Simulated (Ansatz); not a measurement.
Harmonic frequencies (cm⁻¹) at PBE0-D4/def2-TZVP from Ansatz: 34, 82, 100, 169, 218, 244, 262, 397, 501, 589, 616, 725, 848, 891, 914, 943, 2240, 2253.

Each molecule was computed in one conformer, which needn't be the lowest.

Which molecule is it?
A. `F[SiH2][Si](F)(Cl)Cl`
B. `F[Si](F)(Cl)[SiH2]Cl`
C. `F[SiH](F)[SiH](Cl)Cl`
D. `F[Si@@H](Cl)[Si@@H](F)Cl`

A.
